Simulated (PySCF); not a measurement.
CH₇FOSi₂, SMILES [SiH2](CF)[SiH2]O.

Coordinates come from a r2SCAN-D4/def2-SVP optimisation. The structure was generated by enumeration, and PubChem lists no compound with its InChIKey, so it may never have been made. One conformer was computed; it need not be the lowest.

Two levels are set side by side: TDA-PBE/def2-SVPD (PySCF) and TDA-M06-2X/def2-SVPD (PySCF). Vertical, same geometry. The lowest singlet is HOMO→LUMO 96 % with PBE and HOMO→LUMO 87 % with the other functional; states are paired by order. Differences are taken from unrounded values.

```csv
quantity,TDA-M06-2X,TDA-PBE,TDA-PBE minus TDA-M06-2X
lowest singlet excitation (eV),6.36,5.53,-0.83
lowest triplet excitation (TDA) (eV),5.81,5.08,-0.74
```

A lower first singlet is the usual sign of a functional without exact exchange. Differences between two approximate levels are no errors against the true value.

Rough cost on one machine, each run with all the roots and properties that it gave: TDA-M06-2X against TDA-PBE about 9 times.
